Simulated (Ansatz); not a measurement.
`CC[O][InH][Cl]` + HI → `[Cl][InH][I]` + ethanol at 500 K and 1 bar (ligand exchange at the In–O bond).

Program: Ansatz. Geometries: PBE0-D4/def2-TZVP. ΔE: electronic, gas phase. CCSD(T)/CBS adds triple-zeta CCSD(T) − MP2 to the extrapolated MP2 energy (def2 sets, frozen cores). Elements past krypton have def2 core potentials. For I, In outer-core shells are correlated without core-valence functions, which leaves a few kJ/mol of doubt a bond. One conformer a species, not always the lowest.

```tsv
species	CCSD(T)/CBS energy (Eh)	H − E (kJ/mol)	S (J/(mol·K))
`CC[O][InH][Cl]`	-804.53375	251.7	449.7
HI	-298.03592	28.6	221.6
`[Cl][InH][I]`	-947.72945	50.3	374.8
`CCO`	-154.88256	240.4	310.3
```

H − E and S are ideal-gas, rigid-rotor, harmonic terms from PBE0-D4/def2-TZVP, for one conformer and one mirror image of each species. 1 Eh = 2625.50 kJ/mol, R = 8.31446 J/(mol·K).

Question: By hand: ΔE, ΔH, ΔS and ΔG.

Answer: ΔE = (-947.72945) + (-154.88256) − (-804.53375) − (-298.03592) = -0.04234 Eh = -111.2 kJ/mol. Δ(H − E) = 50.3 + 240.4 − 251.7 − 28.6 = 10.4, so ΔH = -100.8 kJ/mol. ΔS = 374.8 + 310.3 − 449.7 − 221.6 = 13.8 J/(mol·K). ΔG = -100.8 − 500 × (13.8)/1000 = -107.7 kJ/mol.

Question: By hand: the equilibrium constant, and the temperature at which ΔG would vanish if ΔH and ΔS stayed fixed.

Answer: log₁₀ K = −ΔG/(RT ln 10) = 11.3. ΔH and −TΔS have one sign here, so there is no such temperature.

The number of gas molecules stays the same, so ΔS is small and ΔH decides. A doubt of 5 kJ/mol in ΔE shifts log₁₀ K by 0.5 here. Other conformers and mirror images would add mixing entropy, several J/(mol·K) or more a flexible species. Modes under 60 cm⁻¹, often nearly free rotors, make the harmonic entropy too high. These are equilibria of isolated gas molecules and say nothing of rates. Largest T1 diagnostic: 0.015 (customary marks: 0.02 for closed shells, 0.045 for open ones).
